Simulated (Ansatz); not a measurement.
Geometry optimisation, RKS PBE0/def2-mTZVP in Ansatz 0.2.0.

Input file:

```yaml
crystal:
  periodic: [false, false, false]
  atoms:
    - { symbol: Zn, position_ang: [-1.1936, -0.0998, -0.3631] }
    - { symbol: F, position_ang: [0.3961, -1.5085, -0.4819] }
    - { symbol: Cl, position_ang: [-3.0729, -0.6886, -1.066] }
    - { symbol: H, position_ang: [0.9475, -0.561, 0.0217] }
    - { symbol: "N", position_ang: [0.7502, 0.6875, 0.4587] }
    - { symbol: H, position_ang: [0.8808, 0.7836, 1.4537] }
    - { symbol: H, position_ang: [1.292, 1.3869, -0.0232] }
basis:
  gaussian: { orbitals: def2-mTZVP }
hamiltonian:
  xc: pbe0
relax:
  f_tol: 0.15
  max_steps: 25
  restrain:
    - { distance: [0, 4], at: 3.23, k: 30.0 }
    - { distance: [3, 1], at: 2.18, k: 30.0 }
    - { distance: [0, 1], at: 1.79, k: 30.0 }
    - { distance: [3, 4], at: 1.02, k: 30.0 }
```

Launched with:

```bash
$ ansatz run input.yaml --threads 2 --pin off --max-ram 3072MiB --backend cpu --events-out ev --progress --plain --runs-dir out
```

Where does it end, and by what steps?

The forces met the threshold. The restraints hold the end off the free minimum. After 7 steps the energy has fallen by 0.712 eV (the restraints' own energy left out); Zn1 moved furthest, 1.00 Å. Parted: Zn1–N5. Joined: H4–N5.

```
step  energy less start (eV)  largest force component (eV/Å)  accepted
   0                  0.0000                           2.611       yes
   1                  0.2491                           4.876       yes
   2                  0.1665                           5.276       yes
   3                 -0.0238                           2.033       yes
   4                 -0.3347                           1.204       yes
   5                 -0.6032                           0.792       yes
   6                 -0.6870                           0.430       yes
   7                 -0.7116                           0.644       yes
```

```xyz
7
Properties=species:S:1:pos:R:3
Zn -1.422 -0.992 -0.752
F 0.169 -1.778 -0.659
Cl -3.401 -0.381 -1.042
H 1.214 -0.105 0.269
N 0.897 0.820 0.555
H 1.074 0.922 1.550
H 1.467 1.513 0.080
```

Time of the run: 13 s on 2 threads of Intel(R) Xeon(R) 6975P-C (Granite Rapids), on a shared host, peak memory 0.24 GiB.
